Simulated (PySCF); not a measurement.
boron oxyfluoride (BFO), singlet, geometry from GFN2-xTB; DF-M062X/def2-TZVPD (PySCF).

Input for PySCF:
```python
from pyscf import gto, scf, dft
import numpy

mol = gto.M(
    atom='''
F    -0.000000   -0.000000   -1.189254
B     0.000000    0.000000    0.092502
O     0.000000    0.000000    1.280097
''',
    basis='def2-tzvpd',
    charge=0,
    spin=0,
    verbose=4,
)
print('smallest overlap eigenvalue', numpy.linalg.eigvalsh(mol.intor('int1e_ovlp'))[0])

mf = dft.RKS(mol)
mf.xc = 'm062x'
mf = mf.density_fit(auxbasis='def2-universal-jkfit')
mf.kernel()
mf.analyze()
```

It wrote (shortened):

```
PySCF version 2.14.0

[INPUT] verbose = 4
[INPUT] num. atoms = 3
[INPUT] num. electrons = 22
[INPUT] charge = 0
[INPUT] spin (= nelec alpha-beta = 2S) = 0
[INPUT] symmetry False subgroup None
[INPUT] Mole.unit = angstrom
[INPUT] Symbol           X                Y                Z      unit          X                Y                Z       unit  Magmom
[INPUT]  1 F      0.000000000000   0.000000000000  -1.189254000000 AA    0.000000000000   0.000000000000  -2.247364352543 Bohr   0.0
[INPUT]  2 B      0.000000000000   0.000000000000   0.092502000000 AA    0.000000000000   0.000000000000   0.174803445975 Bohr   0.0
[INPUT]  3 O      0.000000000000   0.000000000000   1.280097000000 AA    0.000000000000   0.000000000000   2.419032742877 Bohr   0.0

nuclear repulsion = 51.8313524948743
number of shells = 41
number of NR pGTOs = 162
number of NR cGTOs = 117
basis = def2-tzvpd
ecp = {}
smallest overlap eigenvalue 3.5517069299101714e-05

******** <class 'pyscf.df.df_jk.DFRKS'> ********
method = DFRKS
initial guess = minao
damping factor = 0
level_shift factor = 0
DIIS = <class 'pyscf.scf.diis.CDIIS'>
diis_start_cycle = 1
diis_space = 8
diis_damp = 0
SCF conv_tol = 1e-09
SCF conv_tol_grad = None
SCF max_cycles = 50
direct_scf = False
XC library pyscf.dft.libxc version 7.1.2
    S. Lehtola, C. Steigemann, M. J. T. Oliveira, and M. A. L. Marques,  SoftwareX 7, 1–5 (2018)
XC functionals = m062x
    Y. Zhao and D. G. Truhlar,  Theor. Chem. Acc. 120, 215 (2008)
    Y. Zhao and D. G. Truhlar,  Theor. Chem. Acc. 120, 215 (2008)
radial grids:
    Treutler-Ahlrichs [JCP 102, 346 (1995); DOI:10.1063/1.469408] (M4) radial grids

becke partition: Becke, JCP 88, 2547 (1988); DOI:10.1063/1.454033
pruning grids: <function nwchem_prune>
grids dens level: 3
symmetrized grids: False
atomic radii adjust function: <function treutler_atomic_radii_adjust>
small_rho_cutoff = 0
Set gradient conv threshold to 3.16228e-05
Initial guess from minao.
tot grids = 42392
******** <class 'pyscf.df.df.DF'> ********
auxbasis = def2-universal-jkfit
init E= -200.320924478881
  HOMO = -0.510570726817057  LUMO = -0.05241419659664  gap/eV = 12.46707
cycle= 1 E= -199.892195553385  delta_E= 0.429  |g|= 0.82  |ddm|=  1.6
  HOMO = -0.317523206322817  LUMO = -0.0237341938131905  gap/eV = 7.99441
cycle= 2 E= -199.688866852436  delta_E= 0.203  |g|= 1.36  |ddm|= 1.12
  HOMO = -0.448283689890705  LUMO = -0.0180642974501737  gap/eV = 11.70687
cycle= 3 E= -200.023459543477  delta_E= -0.335  |g|= 0.11  |ddm|= 0.73
  HOMO = -0.440097331355252  LUMO = -0.0183900816530524  gap/eV = 11.47524
cycle= 4 E= -200.025150544827  delta_E= -0.00169  |g|= 0.0484  |ddm|= 0.0699
  HOMO = -0.442644743218609  LUMO = -0.0179765106525309  gap/eV = 11.55581
cycle= 5 E= -200.02549061411  delta_E= -0.00034  |g|= 0.00612  |ddm|= 0.0474
  HOMO = -0.443939324298488  LUMO = -0.0180912100862152  gap/eV = 11.58792
cycle= 6 E= -200.025502698786  delta_E= -1.21e-05  |g|= 0.00139  |ddm|= 0.00924
  HOMO = -0.44368940127595  LUMO = -0.0180182309724159  gap/eV = 11.58310
cycle= 7 E= -200.025503342836  delta_E= -6.44e-07  |g|= 0.000294  |ddm|= 0.00252
  HOMO = -0.443721897028905  LUMO = -0.0180411578057118  gap/eV = 11.58336
cycle= 8 E= -200.025503379221  delta_E= -3.64e-08  |g|= 5.95e-05  |ddm|= 0.00109
  HOMO = -0.443718442681351  LUMO = -0.0180388185541602  gap/eV = 11.58333
cycle= 9 E= -200.025503380203  delta_E= -9.83e-10  |g|= 9.03e-06  |ddm|= 8.41e-05
  HOMO = -0.443721250496041  LUMO = -0.01803894565424  gap/eV = 11.58341
Extra cycle  E= -200.025503380218  delta_E= -1.5e-11  |g|= 9.23e-06  |ddm|= 1.69e-05
converged SCF energy = -200.025503380218
**** SCF Summaries ****
Total Energy =                        -200.025503380218424
Nuclear Repulsion Energy =              51.831352494874338
One-electron Energy =                 -378.376381568110219
Two-electron Energy =                  126.519525693017428
Two-electron Coulomb Energy =          149.630293889484960
DFT Exchange-Correlation Energy =      -23.110768196467532
HOMO-LUMO gap [eV] =                    11.583405518933551
**** MO energy ****
MO #1   energy= -25.3304693927877  occ= 2
MO #2   energy= -19.633891181879   occ= 2
MO #3   energy= -7.14703379825254  occ= 2
MO #4   energy= -1.44141348970118  occ= 2
MO #5   energy= -1.12975236165152  occ= 2
MO #6   energy= -0.713283797734302 occ= 2
MO #7   energy= -0.633316711488173 occ= 2
MO #8   energy= -0.633316711488122 occ= 2
MO #9   energy= -0.521071325055313 occ= 2
MO #10  energy= -0.44372125049607  occ= 2
MO #11  energy= -0.443721250496041 occ= 2
MO #12  energy= -0.01803894565424  occ= 0
MO #13  energy= 0.0524510698420975 occ= 0
MO #14  energy= 0.0554675327805086 occ= 0
MO #15  energy= 0.0554675327805229 occ= 0
MO #16  energy= 0.082730723171982  occ= 0
MO #17  energy= 0.0982506176200201 occ= 0
MO #18  energy= 0.0982506176200552 occ= 0
MO #19  energy= 0.0985412185647685 occ= 0
 ** Mulliken pop on meta-lowdin orthogonal AOs  **
 ** Mulliken pop  **
 ** Mulliken atomic charges  **
charge of    0F =     -0.25880
charge of    1B =      0.71869
charge of    2O =     -0.45989
Dipole moment(X, Y, Z, Debye): -0.00000, -0.00000, -2.13259
```
